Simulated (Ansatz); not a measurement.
Consider the ligand exchange at a Ge–C bond: `C#[C][Ge]([F])([F])[Cl]` + H–F → `[F][Ge]([F])([F])[Cl]` + `C#C`.

Computed with Ansatz on PBE0-D4/def2-TZVP structures; ΔE is electronic, products minus reactants. CCSD(T)/CBS is the MP2 limit (def2-TZVPP, def2-QZVPP) plus CCSD(T) − MP2 in def2-TZVPP, frozen cores. This one scheme is used for every species. DFT in def2-TZVPP. B3LYP here is the variant with VWN-RPA as its local correlation; programs differ in this. For Ge outer-core shells are correlated without core-valence functions, which leaves a few kJ/mol of doubt a bond. Scalar relativity is left out up to krypton.

```csv
level,ΔE (kJ/mol)
BLYP,-50.0
B3LYP,-47.7
```

**Question.** What does CCSD(T)/CBS give? (An estimate is asked.)

**Answer.** The calculation gave: -33.2 kJ/mol. The listed levels differ from it by -16.8, -14.5 kJ/mol.

Largest T1 diagnostic among the species: 0.013.

From r2SCAN to r2SCAN0 (25 % exact exchange), in def2-TZVPP and without D4, ΔE moves by +3.3 kJ/mol. At CCSD(T), def2-SVP lies −14.7 kJ/mol from the extrapolated value and def2-TZVPP −1.8 kJ/mol.
